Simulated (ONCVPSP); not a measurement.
Hardness and transferability of assorted potentials

Generated with ld1.x 7.5 (TM, RRKJ, ultrasoft, PAW), atompaw 4.2 or ONCVPSP 4.0.1. The cutoff is in Ry: for ld1.x and atompaw files where the sum of valence levels is converged to 10 mRy in a Bessel basis, for ONCV files where the hardest occupied wave has 1 mHa per electron of residual kinetic energy. The error is the largest all-electron minus pseudo excitation energy over each file’s own four to seven test configurations (ionisations up to +4, promotions, holes and added fractions of an electron), all of which were solved. The labels leave out finer settings (local radius, basis sizes, second energies), which also bear on the numbers. Spin-polarised tests are not counted. The rows are a selection from randomly drawn settings: files with unsolved tests, undetermined cutoffs or missed reference levels are left out.

A true bound ghost makes a file unfit for plane-wave use even where its test errors are small: the radial tests pick states by their node count and pass the ghost by.

```tsv
element	potential	cutoff (Ry)	largest error (meV)	bound ghosts
Ru	ONCV, PBE, non-relativistic, rc 1.25/1.30/1.55 (spd), local smoothed, core correction yes, reference 4s2 4p6 4d5, qcut 6.7/5.2/5.4, projectors 3/1/2	145	+53	none
Sn	ONCV, PBE, scalar-relativistic, rc 1.90/1.95/1.60 (spd), local smoothed, core correction yes, reference 4d10 5s2 5p2, qcut 3.4/3.8/8.1, projectors 2/2/2	59	+23	s, p
Cs	ONCV, PBE, scalar-relativistic, rc 3.10/2.75/3.25 (spd), local smoothed, core correction yes, reference 5s2 5p6 6s1, qcut 3.5/4.5/3.4, projectors 2/2/1	8	-8.9	none
Lu	ONCV, Wu-Cohen, fully relativistic, rc 1.60/2.20/2.85/1.10 (spdf), local smoothed, core correction yes, reference 4f14 5s2 5p6 5d1 6s1, qcut 8.4/5.1/5.1/13.4, projectors 2/2/2/2	173	+12	s, p3/2, d5/2, p1/2
Lu	ONCV, PBE, scalar-relativistic, rc 1.60/2.15/3.05/1.10 (spdf), local f, core correction yes, reference 4f14 5s2 5p6 5d1 6s1.5 6p0.5, qcut 8/7.5/5.4/18.4, projectors 2/2/2/0	254	-7.8	s, p, d
Re	ONCV, LDA (Perdew-Wang 92), scalar-relativistic, rc 1.60/1.35/1.95 (spd), local smoothed, core correction yes, reference 5s2 5p6 5d5 6s2, qcut 8.1/6.2/7, projectors 2/3/2	132	-14	none
```

Task: Fill in the row for Zr: ONCV, PW91, scalar-relativistic, rc 1.20/1.70/2.70 (spd), local smoothed, core correction no, reference 4s2 4p6 4d2, qcut 5.1/8.6/5.2, projectors 3/1/2.

Result: cutoff 210 Ry, largest error +43 meV, bound ghosts: s.

Task: Fill in the row for Sb: ONCV, LDA (Perdew-Zunger), scalar-relativistic, rc 1.55/1.20/1.05 (spd), local smoothed, core correction no, reference 4s2 4p6 4d10 5s2 5p2, qcut 8.7/9/7.8, projectors 2/2/2.

Result: cutoff 313 Ry, largest error -106 meV, bound ghosts: d.
